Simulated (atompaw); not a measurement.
# How hard is this boron (B) PAW (atompaw) potential?

atompaw 4.2.0.5 input, output lines left out:

```
B 5
LDA-PW scalarrelativistic loggrid 1500 logderivrange -3 5 201
2 2 0 0 0 0
2 0 1.75
2 1 1.25
0 0 0
c
v
v
1
3.00 2.60 2.90 1.85
y
0.55
n
y
2.7
n
bloechl sinc
2 0.5 ultrasoft
```

The pseudo-atom Hamiltonian at the reference potential is diagonalised in spherical Bessel functions j_l(qr) that vanish at 20 bohr, with q² up to the cutoff. All-electron valence levels (Ry): 2s -0.6988, 2p -0.2815.

Task: How do the lowest levels (Ry) of each channel move with the cutoff, and are there ghosts?

Result:

```tsv
cutoff (Ry)	s #1	p #1	d #1	f #1	f #2	Σ f·Δε (mRy)
8	-0.6988	-0.2780	0.0672	0.1135	0.2457	4.5
10	-0.6988	-0.2806	0.0672	0.1135	0.2457	1.2
12	-0.6988	-0.2813	0.0672	0.1135	0.2457	0.3
15	-0.6988	-0.2815	0.0672	0.1135	0.2457	0.0
18	-0.6988	-0.2815	0.0672	0.1135	0.2457	0.0
400	-0.6988	-0.2816	0.0672	0.1135	0.2457	0.0
```

Result: no extra level below or beside the all-electron valence levels (s, p, d, f tested); 10 mRy is reached at 8 Ry and 1 mRy at 12 Ry.
